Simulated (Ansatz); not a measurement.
A made-up structure of CH2BI, closed shell:

```json
{"atom": "B1", "x (Å)": "-0.6807", "y (Å)": "0.1603", "z (Å)": "-0.4425"}
{"atom": "C2", "x (Å)": "0.3740", "y (Å)": "0.4482", "z (Å)": "0.3731"}
{"atom": "I3", "x (Å)": "0.8971", "y (Å)": "-1.6487", "z (Å)": "0.2343"}
{"atom": "H4", "x (Å)": "-1.6070", "y (Å)": "-0.0185", "z (Å)": "-1.1407"}
{"atom": "H5", "x (Å)": "1.6475", "y (Å)": "-3.1738", "z (Å)": "0.2035"}
```

It is relaxed with PBE-D4/def2-SVP and then PBE0-D4/def2-TZVP (Ansatz 0.2.0). Atoms count as bonded within 1.22 times the sum of their covalent radii (H–H: 0.88 Å). The end point is not checked to be a true minimum.

Problem. Does its bonding change? (A judgement: the text doesn't fix the answer.)

Solution. By the calculation: Yes. Formed: none; broken: B1–I3.

Where it ends: The first stage lowers the energy by 2.49 eV in 18 steps. It ends as CH₂BI ([BH][C][IH]):
```
5
angstrom
B -0.8313 0.1205 -0.6490
C 0.1845 -0.7199 -0.4193
I 0.7552 -1.9737 0.9527
H -1.6531 0.8924 -0.9812
H 2.1756 -2.5519 0.3245
```

Labels in which every atom is bracketed show which atoms are joined, not bond orders.

For scale, one of the runs: PBE0-D4/def2-TZVP relaxation, 124 basis functions, launched by `ansatz run in.yaml --threads 2 --pin off --events-out ev --progress --plain --max-ram 4352MiB`. Hardware: 2 CPU threads of an Arm Neoverse V1, shared host. Wall time about 20 s.
